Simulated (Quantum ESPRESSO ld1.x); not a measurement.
The numbers below are computed, except where a source is named.
One sound ld1.x (Quantum ESPRESSO 7.5) input for neutral krypton gives E = -2786.8412 hartree in 32 iterations:

```
 &input
    zed=36.0,
    iswitch=1,
    rel=1,
    lsd=1,
    dft='PZ',
    config='[Kr]',
    prefix='ld1',
    max_out_wfc=37,
    file_charge='ld1.rho',
 /
```

Changed or added lines, one case at a time, and what came of them:

- config='[Kr] 2d1': refused. The program stops in el_config with "main/angular quantum number mismatch": l must be smaller than n.
- dft='GGA': refused. The program stops in set_dft_from_name with "GGA: unrecognized dft": the name is not a functional that the program knows.
- noscf=.true.: refused. The program stops in ld1_readin with "hydrogenic levels available only with lsd=0": noscf gives hydrogenic levels and needs lsd = 0.
- config='[Kr] 5d-1': harmless. A negative occupation marks a state as unused; the result equals that of the sound run.
- dft='BLYP': silently wrong. The run ends normally, but in this build (ld1.x 7.5) Etot and Exc of a spin-polarised run lack the gradient corrections of exchange and correlation and come out near their LSDA values (nitrogen, PBE: -54.132 hartree against -54.536 from two other codes). The eigenvalues and orbitals are those of the GGA; the energies must not be used.
- beta=0.005: not converged. So little new potential is mixed in that the limit of 200 iterations comes first; the energy is off by +0.001876 hartree.
- iswitch=5: refused. The program stops in ld1_readin with "wrong iswitch": iswitch takes 1 to 4.
